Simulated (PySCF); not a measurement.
C$_{2}$H$_{9}$NOSn (SMILES C[N](C)[SnH2][OH]), singlet, at a GFN2-xTB geometry (such geometries of metal compounds can be far from the true shape) (all electrons, no relativity); CASCI(2,2)/STO-3G (PySCF).

The PySCF input:
```python
from pyscf import gto, scf, mcscf
import numpy

mol = gto.M(
    atom='''
Sn    0.50651583   -0.49417006   -0.00537495
O     1.90098864    0.75099561    0.50914567
N    -1.13613054    0.70132039   -0.28942069
C    -1.60757164    1.48475084    0.83054437
C    -2.24855677    0.14829648   -1.02841345
H     0.67241643   -1.66396503    1.21010279
H     0.84002635   -1.11646775   -1.53714294
H     1.87105520    1.60655117    0.08284016
H    -2.25890059    0.91389467    1.50282597
H    -2.17850605    2.33408526    0.44824403
H    -0.76289001    1.86716888    1.40151570
H    -2.82597361    0.97218465   -1.45215639
H    -2.91821610   -0.45114935   -0.40213934
H    -1.88302800   -0.46929063   -1.84534849
''',
    basis='sto-3g',
    verbose=4,
)

mf = scf.RHF(mol)
mf.kernel()
mc = mcscf.CASCI(mf, 2, 2)
mc.fix_spin_(ss=0.0)
mc.kernel()
occ = numpy.linalg.eigvalsh(mc.fcisolver.make_rdm1(mc.ci, mc.ncas, mc.nelecas))[::-1]
ss = mc.fcisolver.spin_square(mc.ci, mc.ncas, mc.nelecas)[0]
print('natural occupations', occ.round(4), ' <S^2>', round(ss, 4))
```

Output, abridged:

```
PySCF version 2.14.0

[INPUT] verbose = 4
[INPUT] num. atoms = 14
[INPUT] num. electrons = 86
[INPUT] charge = 0
[INPUT] spin (= nelec alpha-beta = 2S) = 0
[INPUT] symmetry False subgroup None
[INPUT] Mole.unit = angstrom
[INPUT] Symbol           X                Y                Z      unit          X                Y                Z       unit  Magmom
[INPUT]  1 Sn     0.506515830000  -0.494170060000  -0.005374950000 AA    0.957176196457  -0.933846072360  -0.010157183433 Bohr   0.0
[INPUT]  2 O      1.900988640000   0.750995610000   0.509145670000 AA    3.592347895509   1.419176023651   0.962145873808 Bohr   0.0
[INPUT]  3 N     -1.136130540000   0.701320390000  -0.289420690000 AA   -2.146975562354   1.325303462673  -0.546925838883 Bohr   0.0
[INPUT]  4 C     -1.607571640000   1.484750840000   0.830544370000 AA   -3.037870125218   2.805772450818   1.569501393599 Bohr   0.0
[INPUT]  5 C     -2.248556770000   0.148296480000  -1.028413450000 AA   -4.249156470837   0.280239732437  -1.943419763319 Bohr   0.0
[INPUT]  6 H      0.672416430000  -1.663965030000   1.210102790000 AA    1.270682894358  -3.144438187554   2.286762855672 Bohr   0.0
[INPUT]  7 H      0.840026350000  -1.116467750000  -1.537142940000 AA    1.587419738918  -2.109818274409  -2.904779170909 Bohr   0.0
[INPUT]  8 H      1.871055200000   1.606551170000   0.082840160000 AA    3.535781891943   3.035941716400   0.156545214515 Bohr   0.0
[INPUT]  9 H     -2.258900590000   0.913894670000   1.502825970000 AA   -4.268703457718   1.727010633000   2.839929496184 Bohr   0.0
[INPUT] 10 H     -2.178506050000   2.334085260000   0.448244030000 AA   -4.116779795208   4.410781892784   0.847058453671 Bohr   0.0
[INPUT] 11 H     -0.762890010000   1.867168880000   1.401515700000 AA   -1.441653182067   3.528437811511   2.648480832278 Bohr   0.0
[INPUT] 12 H     -2.825973610000   0.972184650000  -1.452156390000 AA   -5.340316158148   1.837162731006  -2.744177867137 Bohr   0.0
[INPUT] 13 H     -2.918216100000  -0.451149350000  -0.402139340000 AA   -5.514629201296  -0.852548712776  -0.759933216513 Bohr   0.0
[INPUT] 14 H     -1.883028000000  -0.469290630000  -1.845348490000 AA   -3.558407204887  -0.886830763525  -3.487203250480 Bohr   0.0

nuclear repulsion = 516.561692046674
number of shells = 32
number of NR pGTOs = 168
number of NR cGTOs = 56
basis = sto-3g
ecp = {}

******** <class 'pyscf.scf.hf.RHF'> ********
method = RHF
initial guess = minao
damping factor = 0
level_shift factor = 0
DIIS = <class 'pyscf.scf.diis.CDIIS'>
diis_start_cycle = 1
diis_space = 8
diis_damp = 0
SCF conv_tol = 1e-09
SCF conv_tol_grad = None
SCF max_cycles = 50
direct_scf = True
direct_scf_tol = 1e-13
Set gradient conv threshold to 3.16228e-05
Initial guess from minao.
init E= -6154.41996179243
  HOMO = -0.399388277268094  LUMO = -0.13134100761052  gap/eV = 7.29394
cycle= 1 E= -6170.78445584413  delta_E= -16.4  |g|= 0.618  |ddm|=  4.4
  HOMO = -0.135156458211486  LUMO = 0.393019282925228  gap/eV = 14.37239
cycle= 2 E= -6170.93105961681  delta_E= -0.147  |g|= 0.139  |ddm|= 1.12
  HOMO = -0.255995488230104  LUMO = 0.354101621512339  gap/eV = 16.60159
cycle= 3 E= -6170.93942106376  delta_E= -0.00836  |g|= 0.0369  |ddm|= 0.272
  HOMO = -0.253911093452332  LUMO = 0.347069299719217  gap/eV = 16.35351
cycle= 4 E= -6170.940196215  delta_E= -0.000775  |g|= 0.00849  |ddm|= 0.0817
  HOMO = -0.257060806304802  LUMO = 0.345889680978129  gap/eV = 16.40712
cycle= 5 E= -6170.94026838371  delta_E= -7.22e-05  |g|= 0.00289  |ddm|= 0.0322
  HOMO = -0.256230809403193  LUMO = 0.346139947043344  gap/eV = 16.39134
cycle= 6 E= -6170.94027532385  delta_E= -6.94e-06  |g|= 0.000903  |ddm|= 0.00943
  HOMO = -0.256584337494542  LUMO = 0.345928550852116  gap/eV = 16.39521
cycle= 7 E= -6170.94027632871  delta_E= -1e-06  |g|= 0.000169  |ddm|= 0.00463
  HOMO = -0.256577602886678  LUMO = 0.345927325225318  gap/eV = 16.39499
cycle= 8 E= -6170.94027636099  delta_E= -3.23e-08  |g|= 3.05e-05  |ddm|= 0.000819
  HOMO = -0.25657933916644  LUMO = 0.345928581166021  gap/eV = 16.39508
cycle= 9 E= -6170.94027636184  delta_E= -8.56e-10  |g|= 6.09e-06  |ddm|= 0.000121
  HOMO = -0.256580827293125  LUMO = 0.345928156111037  gap/eV = 16.39510
Extra cycle  E= -6170.94027636188  delta_E= -4.18e-11  |g|= 2.36e-06  |ddm|= 1.36e-05
converged SCF energy = -6170.94027636188

******** <class 'pyscf.mcscf.casci.CASCI'> ********
CAS (1e+1e, 2o), ncore = 42, nvir = 12
natorb = False
canonicalization = True
sorting_mo_energy = False
******** <class 'pyscf.fci.addons.SpinPenaltyFCISolver'> ********
max. cycles = 200
conv_tol = 1e-08
davidson only = True
linear dependence = 1e-12
level shift = 0.001
max iter space = 12
nroots = 1
pspace_size = 400
spin = None
Density matrix diagonal elements [1.99708227 0.00291773]
CASCI converged
CASCI E = -6170.94152585752  E(CI) = -1.05308600568878  S^2 = 0.0000000
natural occupations [1.9972 0.0028]  <S^2> 0.0
```
